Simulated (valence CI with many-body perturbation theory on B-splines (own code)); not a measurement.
**E1 transitions of Co22+**

Calculated by relativistic CI+MBPT: three valence electrons over a frozen Dirac-Fock core [He], radial functions for each j: 11 s, 11 p, 9 d, 7 f, 5 g, 2 h, 1 i, with the one-electron correlation potential Σ1 (screened to all orders), the two-electron term Σ2, the three-electron term Σ3, Breit, model QED; selected single and double excitations, second order for the rest (own B-spline code, finite nucleus).

No measured levels were compared; by estimate levels of excited configurations hold to 0.05 to 0.15 % of their energy, terms of the ground configuration to about 0.5 %.

Lines 1 to 50 of 256 in falling wavelength, among levels below 93.779 Ry, chosen from the strongest by gf and those to the six lowest levels. Wavelengths and rates use the calculated energies, so an error of 800 cm⁻¹ moves a line at 66.03 nm by 0.53 % and its rate by three times that or more. Electric multipoles are in the length gauge, E1 and E2 with the static RPA response of the core. Weak lines are less certain than strong ones. Lines between different terms over intervals too small for the method are left out, as are lines whose strength nearly cancels. The highest levels of a list are the least certain.

Names give the largest LS component (configuration and term), which can be under half, so a name can repeat, a term be missing and a line seem to break the LS rules; names also repeat where a configuration has a term twice. Letters in brackets count levels of one name in rising energy.

```
λ vac (nm)                 Upper                 Lower   A (s⁻¹)  S (a.u.) with core polarisation  S without
     66.03      2s.2p.3d 4F°_9/2       2s.2p.3p 4D_7/2  4.87e+08                         6.93e-01   6.93e-01
     63.81         2p2.3d 4F_5/2        2p2.3p 4D°_3/2  4.67e+08                         3.59e-01   3.59e-01
     63.60        2p2.3p 2D°_5/2         2p2.3s 4P_5/2  4.07e+08                         3.10e-01   3.10e-01
     63.14      2s.2p.3d 4F°_7/2       2s.2p.3p 4D_5/2  5.35e+08                         5.32e-01   5.32e-01
     62.73      2s.2p.3d 4D°_7/2       2s.2p.3p 4P_5/2  3.08e+08                         3.00e-01   3.00e-01
     60.91  2s.2p.3d 2F°_7/2 [b]   2s.2p.3p 2D_5/2 [b]  5.35e+08                         4.78e-01   4.77e-01
     57.44        2p2.3p 4D°_3/2   2s.2p.3p 2S_1/2 [b]  5.31e+08                         1.99e-01   1.99e-01
     55.61      2s.2p.3d 2D°_5/2   2s.2p.3p 2P_3/2 [b]  5.38e+08                         2.74e-01   2.74e-01
     55.08      2s.2p.3d 4P°_5/2   2s.2p.3p 2P_3/2 [a]  5.63e+08                         2.78e-01   2.78e-01
     55.00      2s.2p.3d 4F°_5/2       2s.2p.3p 4D_3/2  5.72e+08                         2.82e-01   2.82e-01
     54.55         2s2.3d 2D_5/2        2s2.3p 2P°_3/2  7.70e+08                         3.70e-01   3.70e-01
     53.27   2s.2p.3p 2D_3/2 [a]  2s.2p.3s 2P°_1/2 [a]  6.16e+08                         1.84e-01   1.84e-01
     53.01        2p2.3p 4D°_5/2         2p2.3s 4P_3/2  1.12e+09                         4.96e-01   4.96e-01
     52.94        2p2.3p 4D°_7/2         2p2.3s 4P_5/2  1.35e+09                         7.91e-01   7.92e-01
     52.84   2s.2p.3p 2D_3/2 [b]  2s.2p.3s 2P°_3/2 [b]  6.40e+08                         1.86e-01   1.86e-01
     52.74  2s.2p.3d 2F°_5/2 [c]   2s.2p.3p 2D_3/2 [b]  5.90e+08                         2.56e-01   2.56e-01
     52.65         2p2.3d 4F_3/2        2p2.3p 4D°_1/2  7.68e+08                         2.21e-01   2.21e-01
     52.47      2s.2p.3d 4F°_3/2       2s.2p.3p 4D_1/2  6.98e+08                         1.99e-01   1.99e-01
     52.10  2s.2p.3d 2P°_3/2 [b]         2p2.3s 4P_1/2  6.32e+08                         1.76e-01   1.77e-01
     52.02  2s.2p.3d 2F°_5/2 [a]   2s.2p.3p 2D_3/2 [a]  7.52e+08                         3.14e-01   3.14e-01
     51.48        2p2.3p 2F°_5/2         2p2.3s 2P_3/2  9.27e+08                         3.74e-01   3.75e-01
     49.81  2s.2p.3d 2F°_5/2 [b]       2s.2p.3p 4S_3/2  5.23e+08                         1.92e-01   1.92e-01
     48.03   2s.2p.3p 2D_5/2 [a]  2s.2p.3s 2P°_3/2 [a]  1.13e+09                         3.71e-01   3.71e-01
     47.45         2s2.3d 2D_3/2        2s2.3p 2P°_1/2  9.51e+08                         2.01e-01   2.01e-01
     47.44       2s.2p.3p 4D_7/2      2s.2p.3s 4P°_5/2  1.60e+09                         6.76e-01   6.76e-01
     47.34  2s.2p.3d 2F°_7/2 [a]   2s.2p.3p 2D_5/2 [a]  1.11e+09                         4.64e-01   4.64e-01
     47.00   2s.2p.3p 2D_5/2 [b]  2s.2p.3s 2P°_3/2 [b]  1.17e+09                         3.61e-01   3.61e-01
     45.46       2s.2p.3p 4D_5/2      2s.2p.3s 4P°_3/2  1.72e+09                         4.77e-01   4.78e-01
     45.15  2s.2p.3d 2D°_3/2 [a]   2s.2p.3p 2P_1/2 [a]  9.03e+08                         1.64e-01   1.64e-01
     44.00   2s.2p.3p 2P_3/2 [b]  2s.2p.3s 2P°_1/2 [b]  1.07e+09                         1.81e-01   1.81e-01
     43.93        2s2.3p 2P°_3/2         2s2.3s 2S_1/2  1.80e+09                         3.02e-01   3.02e-01
     43.49        2p2.3p 4S°_3/2         2p2.3s 4P_5/2  1.47e+09                         2.39e-01   2.39e-01
     43.16       2s.2p.3p 4P_5/2      2s.2p.3s 4P°_5/2  1.57e+09                         3.75e-01   3.75e-01
     42.26       2s.2p.3p 4S_3/2      2s.2p.3s 4P°_5/2  1.24e+09                         1.84e-01   1.85e-01
     42.12   2s.2p.3p 2S_1/2 [a]  2s.2p.3s 2P°_3/2 [a]  1.98e+09                         1.46e-01   1.46e-01
     42.05   2s.2p.3p 2P_3/2 [a]      2s.2p.3s 4P°_1/2  1.53e+09                         2.24e-01   2.25e-01
     41.72       2s.2p.3p 4P_1/2      2s.2p.3s 4P°_3/2  2.22e+09                         1.59e-01   1.59e-01
     40.40        2p2.3p 2F°_5/2         2p2.3s 4P_5/2  7.95e+08                         1.55e-01   1.55e-01
     23.84         2s.2p2 4P_5/2        2s2.2p 2P°_3/2  1.03e+08                         4.12e-03   4.13e-03
     21.84           2p3 2D°_5/2         2s.2p2 2P_3/2  3.30e+09                         1.02e-01   1.02e-01
     18.83         2p2.3s 2D_5/2  2s.2p.3s 2P°_3/2 [b]  7.44e+09                         1.47e-01   1.47e-01
     17.17           2p3 2D°_3/2         2s.2p2 2P_1/2  7.27e+09                         7.27e-02   7.30e-02
     16.48        2p2.3p 2D°_5/2       2s.2p.3p 4P_5/2  4.70e+09                         6.24e-02   6.26e-02
     15.75         2p2.3d 4F_5/2      2s.2p.3d 4F°_7/2  6.64e+09                         7.69e-02   7.72e-02
     15.21         2p2.3s 2P_3/2  2s.2p.3s 2P°_3/2 [a]  9.16e+09                         6.37e-02   6.39e-02
     15.17        2p2.3p 4D°_7/2       2s.2p.3p 4D_7/2  8.41e+09                         1.16e-01   1.16e-01
     14.72         2s.2p2 2D_5/2        2s2.2p 2P°_3/2  6.36e+09                         6.01e-02   6.03e-02
     14.69           2p3 2P°_3/2         2s.2p2 2P_3/2  2.11e+10                         1.32e-01   1.33e-01
     14.68         2p2.3s 4P_5/2      2s.2p.3s 4P°_5/2  8.95e+09                         8.39e-02   8.42e-02
     14.33           2p3 2D°_3/2         2s.2p2 2D_3/2  7.39e+09                         4.30e-02   4.31e-02
```
